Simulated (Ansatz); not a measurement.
Reaction (cleavage of the Si–B bond): `B[SiH2]Br` + `N[SiH3]` → `[SiH3]N[SiH2]Br` + BH₃

Isolated molecules relaxed with PBE0-D4/def2-TZVP in Ansatz; ΔE leaves out vibrations. CCSD(T)/CBS is the MP2 limit (def2-TZVPP, def2-QZVPP) plus CCSD(T) − MP2 in def2-TZVPP, frozen cores. This one scheme is used for every species. Functionals use def2-TZVPP. B3LYP here is the variant with VWN-RPA as its local correlation; programs differ in this. HSE06 is defined as in plane-wave codes. For Br outer-core shells are correlated without core-valence functions, which leaves a few kJ/mol of doubt a bond. Scalar relativity is left out up to krypton. Each species was taken in one conformer, which may not be the lowest.

CCSD(T)/CBS gives -88.9 kJ/mol.

(1) Another level gave -81.5 kJ/mol. Which?
A. r2SCANh/def2-TZVPP
B. BHLYP-D4/def2-TZVPP
C. HSE06-D4/def2-TZVPP
D. B3LYP-D4/def2-TZVPP

Largest T1 diagnostic among the species: 0.009.

## Answers

(1) A. r2SCANh -81.5, B3LYP-D4 -87.8, BHLYP-D4 -95.0, HSE06-D4 -76.7 kJ/mol.

The D4 term adds −8.2 kJ/mol with B3LYP and −4.7 kJ/mol with PBE0; it sums over pairs of atoms, weighted by their polarisabilities, and B3LYP, whose exchange is more repulsive, gets the larger term. Leaving LDA and LC-ωPBE aside and taking each functional with its dispersion term where it has one, the values, not all of them listed here, spread over 24.1 kJ/mol, from BHLYP-D4 to PBE-D4. LDA lies −4.4 kJ/mol from PBE without D4. From BLYP to BHLYP (50 % exact exchange), in def2-TZVPP and without D4, ΔE moves by −13.2 kJ/mol.
